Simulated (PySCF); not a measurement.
Correlation energy of Al⁺ (aluminium, charge +1)

[Ne] 3s2, closed-shell 1S. Computed with PySCF 2.14 in aug-cc-pV(D+d)Z, with no relativity, point nucleus. Frozen: [Ne]; 2 electrons correlated.

Total MP2 correlation energy: -25.52 mhartree.

Same-spin part 0.00 and opposite-spin part -25.52 mhartree; SCS-MP2 scales them by 1/3 and 6/5 to -30.62 mhartree.

With two correlated electrons CCSD is exact within the correlated space (frozen core and kept virtual orbitals).

```
level  correlation energy (mhartree)
 CCSD                         -38.79
```

Diagnostics: T1 = 0.0081, D1 = 0.0115, largest double amplitude 0.112.

Is a single reference adequate?

Mostly. T1 lies below 0.03, but a double amplitude of this size points to a near-degeneracy that CCSD handles and MP2 describes poorly.
